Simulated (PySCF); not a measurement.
C₄H₁₃AlOSi (SMILES [CH3][Al]([CH3])[O][SiH](C)C), singlet, at a GFN2-xTB geometry (such geometries of metal compounds can be far from the true shape), atoms displaced at random by about 0.03 Å a coordinate; R2SCAN/STO-3G, gradient by finite differences (PySCF).

Input for PySCF:
```python
from pyscf import gto, scf, dft

mol = gto.Mole()
mol.atom = '''
    Si   -1.58915054    0.07045379    0.52050986
    C    -2.23777647    1.74818680    0.00014807
    C    -2.48863067   -1.22775669   -0.48164877
    O    -0.01183256   -0.05243514    0.24783300
    Al    1.64204989   -0.20092890   -0.11035436
    C     2.32278283    0.96690673   -1.67995237
    C     2.70323336   -1.34421510    1.05009408
    H    -1.76622673   -0.11856548    1.97949980
    H    -2.03220992    2.00006532   -1.07460049
    H    -3.25474960    1.91226043    0.19194830
    H    -1.70197975    2.55821861    0.52202627
    H    -2.16244911   -2.25667444   -0.21672125
    H    -2.34858479   -1.15181828   -1.52420063
    H    -3.52114509   -1.27896023   -0.23221987
    H     3.35347466    0.85998727   -1.82925720
    H     1.99185798    1.97849907   -1.55435229
    H     1.75166988    0.56879115   -2.61173453
    H     2.67634079   -1.05661725    2.16696182
    H     3.84977287   -1.33720144    0.84181997
    H     2.37529635   -2.28440011    1.07656442
'''
mol.basis = 'sto-3g'
mol.verbose = 4
mol.build()

mf = dft.RKS(mol)
mf.xc = 'r2scan'
mf.conv_tol = 1e-11
mf.kernel()
scan, done = mf.as_scanner(), []
scan.scf_summary = {}
def energy(d):
    c = mol.atom_coords()
    c[2, 0] += d
    e = scan(mol.set_geom_(c, unit='Bohr', inplace=False))
    done.append(scan.converged)
    return e
h = 1e-3
fd = (energy(h) - energy(-h)) / (2 * h)
print('dE/dx =', fd)
```

Question: Predict the main parts of the log of this PySCF run.

Answer: 
```
PySCF version 2.14.0

[INPUT] verbose = 4
[INPUT] num. atoms = 20
[INPUT] num. electrons = 72
[INPUT] charge = 0
[INPUT] spin (= nelec alpha-beta = 2S) = 0
[INPUT] symmetry False subgroup None
[INPUT] Mole.unit = angstrom
[INPUT] Symbol           X                Y                Z      unit          X                Y                Z       unit  Magmom
[...]
nuclear repulsion = 432.809181039703
number of shells = 38
number of NR pGTOs = 168
number of NR cGTOs = 56
basis = sto-3g
ecp = {}

******** <class 'pyscf.dft.rks.RKS'> ********
method = RKS
initial guess = minao
damping factor = 0
level_shift factor = 0
DIIS = <class 'pyscf.scf.diis.CDIIS'>
diis_start_cycle = 1
diis_space = 8
diis_damp = 0
SCF conv_tol = 1e-11
SCF conv_tol_grad = None
SCF max_cycles = 50
direct_scf = True
direct_scf_tol = 1e-13
XC library pyscf.dft.libxc version 7.1.2
    S. Lehtola, C. Steigemann, M. J. T. Oliveira, and M. A. L. Marques,  SoftwareX 7, 1–5 (2018)
XC functionals = r2scan
    J. W. Furness, A. D. Kaplan, J. Ning, J. P. Perdew, and J. Sun,  J. Phys. Chem. Lett. 11, 8208–8215 (2020)
    J. W. Furness, A. D. Kaplan, J. Ning, J. P. Perdew, and J. Sun,  J. Phys. Chem. Lett. 11, 9248–9248 (2020)
    J. W. Furness, A. D. Kaplan, J. Ning, J. P. Perdew, and J. Sun,  J. Phys. Chem. Lett. 11, 8208–8215 (2020)
    J. W. Furness, A. D. Kaplan, J. Ning, J. P. Perdew, and J. Sun,  J. Phys. Chem. Lett. 11, 9248–9248 (2020)
radial grids:
    Treutler-Ahlrichs [JCP 102, 346 (1995); DOI:10.1063/1.469408] (M4) radial grids

becke partition: Becke, JCP 88, 2547 (1988); DOI:10.1063/1.454033
pruning grids: <function nwchem_prune>
grids dens level: 3
symmetrized grids: False
atomic radii adjust function: <function treutler_atomic_radii_adjust>
small_rho_cutoff = 0
Set gradient conv threshold to 3.16228e-06
Initial guess from minao.
tot grids = 236424
init E= -757.834024897293
[...]
cycle= 1 E= -757.866275125714  delta_E= -0.0323  |g|= 0.833  |ddm|= 5.18
[...]
cycle= 2 E= -756.669745289723  delta_E=  1.2  |g|= 2.27  |ddm|= 3.66
[...]
cycle= 3 E= -758.085973064351  delta_E= -1.42  |g|= 0.306  |ddm|= 2.76
[...]
cycle= 4 E= -758.114222694303  delta_E= -0.0282  |g|= 0.0889  |ddm|= 0.536
[...]
cycle= 5 E= -758.11662237213  delta_E= -0.0024  |g|= 0.0174  |ddm|= 0.138
[...]
cycle= 6 E= -758.116745977668  delta_E= -0.000124  |g|= 0.00322  |ddm|= 0.0318
[...]
cycle= 7 E= -758.116748866654  delta_E= -2.89e-06  |g|= 0.0015  |ddm|= 0.00608
[...]
cycle= 8 E= -758.116749611778  delta_E= -7.45e-07  |g|= 0.000102  |ddm|= 0.00228
[...]
cycle= 9 E= -758.116749615639  delta_E= -3.86e-09  |g|= 2.43e-05  |ddm|= 0.00021
[...]
cycle= 10 E= -758.116749615855  delta_E= -2.16e-10  |g|= 5.78e-06  |ddm|= 4.74e-05
[...]
cycle= 11 E= -758.11674961587  delta_E= -1.43e-11  |g|= 1.25e-06  |ddm|= 9.92e-06
[...]
cycle= 12 E= -758.116749615868  delta_E= 1.82e-12  |g|= 1.59e-07  |ddm|= 2.07e-06
[...]
Extra cycle  E= -758.116749615866  delta_E= 1.59e-12  |g|= 1.27e-07  |ddm|= 6e-07
converged SCF energy = -758.116749615866
Create scanner for <class 'pyscf.dft.rks.RKS'>

WARN: Mole.unit (angstrom) is changed to Bohr

New geometry
   1 Si    -1.589150540000   0.070453790000   0.520509860000 AA   -3.003059291305   0.133138367538   0.983621080536 Bohr
   2 C     -2.237776470000   1.748186800000   0.000148070000 AA   -4.228784656296   3.303594266580   0.000279811747 Bohr
   3 C     -2.488101492789  -1.227756690000  -0.481648770000 AA   -4.701830391493  -2.320123891703  -0.910184263534 Bohr
   4 O     -0.011832560000  -0.052435140000   0.247833000000 AA   -0.022360297752  -0.099088053903   0.468336494629 Bohr
   5 Al     1.642049890000  -0.200928900000  -0.110354360000 AA    3.103024574972  -0.379700591510  -0.208539517052 Bohr
   6 C      2.322782830000   0.966906730000  -1.679952370000 AA    4.389423395542   1.827188907699  -3.174649881614 Bohr
   7 C      2.703233360000  -1.344215100000   1.050094080000 AA    5.108370701188  -2.540198391505   1.984390216227 Bohr
[...]
converged SCF energy = -758.116767422817
[...]
   5 Al     1.642049890000  -0.200928900000  -0.110354360000 AA    3.103024574972  -0.379700591510  -0.208539517052 Bohr
   6 C      2.322782830000   0.966906730000  -1.679952370000 AA    4.389423395542   1.827188907699  -3.174649881614 Bohr
   7 C      2.703233360000  -1.344215100000   1.050094080000 AA    5.108370701188  -2.540198391505   1.984390216227 Bohr
   8 H     -1.766226730000  -0.118565480000   1.979499800000 AA   -3.337684793586  -0.224056285028   3.740712485631 Bohr
   9 H     -2.032209920000   2.000065320000  -1.074600490000 AA   -3.840320176424   3.779575686041  -2.030700619423 Bohr
  10 H     -3.254749600000   1.912260430000   0.191948300000 AA   -6.150585348038   3.613648491543   0.362729717076 Bohr
  11 H     -1.701979750000   2.558218610000   0.522026270000 AA   -3.216275597056   4.834332539666   0.986486680128 Bohr
  12 H     -2.162449110000  -2.256674440000  -0.216721250000 AA   -4.086436576209  -4.264496643906  -0.409543807873 Bohr
  13 H     -2.348584790000  -1.151818280000  -1.524200630000 AA   -4.438182033419  -2.176621094468  -2.880321749590 Bohr
  14 H     -3.521145090000  -1.278960230000  -0.232219870000 AA   -6.653999864957  -2.416884558911  -0.438831954982 Bohr
  15 H      3.353474660000   0.859987270000  -1.829257200000 AA    6.337148673069   1.625140410912  -3.456795119389 Bohr
  16 H      1.991857980000   1.978499070000  -1.554352290000 AA    3.764066061229   3.738821380007  -2.937300129191 Bohr
  17 H      1.751669880000   0.568791150000  -2.611734530000 AA    3.310176333850   1.074859495576  -4.935462971770 Bohr
  18 H      2.676340790000  -1.056617250000   2.166961820000 AA    5.057551109102  -1.996717220991   4.094964362189 Bohr
  19 H      3.849772870000  -1.337201440000   0.841819970000 AA    7.275016366081  -2.526944494974   1.590809189490 Bohr
  20 H      2.375296350000  -2.284400110000   1.076564420000 AA    4.488659566179  -4.316890566826   2.034411909251 Bohr

******** <class 'pyscf.scf.hf.RKS_Scanner'> ********
method = RKS_Scanner
initial guess = minao
damping factor = 0
level_shift factor = 0
DIIS = <class 'pyscf.scf.diis.CDIIS'>
diis_start_cycle = 1
diis_space = 8
diis_damp = 0
SCF conv_tol = 1e-11
SCF conv_tol_grad = None
SCF max_cycles = 50
direct_scf = True
direct_scf_tol = 1e-13
XC library pyscf.dft.libxc version 7.1.2
    S. Lehtola, C. Steigemann, M. J. T. Oliveira, and M. A. L. Marques,  SoftwareX 7, 1–5 (2018)
XC functionals = r2scan
    J. W. Furness, A. D. Kaplan, J. Ning, J. P. Perdew, and J. Sun,  J. Phys. Chem. Lett. 11, 8208–8215 (2020)
    J. W. Furness, A. D. Kaplan, J. Ning, J. P. Perdew, and J. Sun,  J. Phys. Chem. Lett. 11, 9248–9248 (2020)
    J. W. Furness, A. D. Kaplan, J. Ning, J. P. Perdew, and J. Sun,  J. Phys. Chem. Lett. 11, 8208–8215 (2020)
    J. W. Furness, A. D. Kaplan, J. Ning, J. P. Perdew, and J. Sun,  J. Phys. Chem. Lett. 11, 9248–9248 (2020)
radial grids:
    Treutler-Ahlrichs [JCP 102, 346 (1995); DOI:10.1063/1.469408] (M4) radial grids

becke partition: Becke, JCP 88, 2547 (1988); DOI:10.1063/1.454033
pruning grids: <function nwchem_prune>
grids dens level: 3
symmetrized grids: False
atomic radii adjust function: <function treutler_atomic_radii_adjust>
small_rho_cutoff = 0
Set gradient conv threshold to 3.16228e-06
tot grids = 236424
init E= -758.116829678011
[...]
cycle= 1 E= -758.116731076942  delta_E= 9.86e-05  |g|= 0.000317  |ddm|= 0.00199
[...]
cycle= 2 E= -758.11673111799  delta_E= -4.1e-08  |g|= 0.000137  |ddm|= 0.000895
[...]
cycle= 3 E= -758.116731125431  delta_E= -7.44e-09  |g|= 4.47e-05  |ddm|= 0.000293
[...]
cycle= 4 E= -758.116731126039  delta_E= -6.09e-10  |g|= 1.24e-05  |ddm|= 7.66e-05
[...]
cycle= 5 E= -758.116731126083  delta_E= -4.32e-11  |g|= 2.52e-06  |ddm|= 2.02e-05
[...]
cycle= 6 E= -758.116731126086  delta_E= -3.41e-12  |g|= 4.57e-07  |ddm|= 4.29e-06
[...]
Extra cycle  E= -758.116731126085  delta_E= 6.82e-13  |g|= 4.97e-07  |ddm|= 1.56e-06
converged SCF energy = -758.116731126085
dE/dx = -0.018148365938941424
```
